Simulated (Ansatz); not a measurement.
The cluster Ni2H. Total charge 0; doublet. Geometry r2SCAN-D4/def2-TZVP.

```xyz
3

Ni   -0.468   -0.657   -0.821
Ni    0.702   -0.049    0.911
H    -0.234    0.706   -0.090
```

At r2SCAN-D4/def2-TZVPD, PBE0-D4/def2-TZVP, PBE0-D4/def2-TZVPD, r2SCAN0-D4/def2-TZVP the charge 0 doublet is spin-contaminated (final ⟨S²⟩ up to 1.30, 0.75 for a pure state). The order of the spin states hangs on the level: the quartet lies 0.18 eV below the doublet at r2SCAN0-D4/def2-TZVP, but 0.58 eV above it at revPBE-D4/def2-TZVP. The structure comes from a short search, and lower isomers may exist.

Problem. Estimate the α-spin orbital energies around the gap (eV) in Ansatz with revPBE-D4/def2-TZVP, r2SCAN-D4/def2-TZVPD, PBE0-D4/def2-TZVP, PBE0-D4/def2-TZVPD, r2SCAN0-D4/def2-TZVP.

Solution. 
```csv
orbital,revPBE-D4/def2-TZVP,r2SCAN-D4/def2-TZVPD,PBE0-D4/def2-TZVP,PBE0-D4/def2-TZVPD,r2SCAN0-D4/def2-TZVP
HOMO−9,-5.56,-6.21,-7.72,-7.77,-8.01
HOMO−8,-5.48,-5.77,-7.22,-7.29,-7.80
HOMO−7,-4.73,-5.60,-7.08,-7.14,-7.47
HOMO−6,-4.46,-5.48,-6.94,-6.99,-7.20
HOMO−5,-4.27,-4.68,-6.27,-6.33,-6.61
HOMO−4,-4.26,-4.68,-6.25,-6.31,-6.54
HOMO−3,-3.98,-4.64,-6.16,-6.22,-6.53
HOMO−2,-3.88,-4.49,-6.08,-6.14,-6.50
HOMO−1,-3.88,-4.24,-5.62,-5.68,-5.98
HOMO,-3.78,-4.11,-5.60,-5.66,-5.95
LUMO,-2.68,-2.49,-1.75,-1.81,-1.59
LUMO+1,-1.96,-2.18,-1.34,-1.50,-1.16
LUMO+2,0.42,-0.61,1.47,-0.20,1.68
LUMO+3,0.59,-0.22,1.82,0.22,1.93
LUMO+4,2.61,1.14,3.40,1.41,3.58
LUMO+5,2.64,1.36,3.73,1.57,3.92
β HOMO,-3.43,-3.36,-4.66,-4.70,-4.67
β LUMO,-3.06,-2.73,-1.85,-1.91,-1.79
```
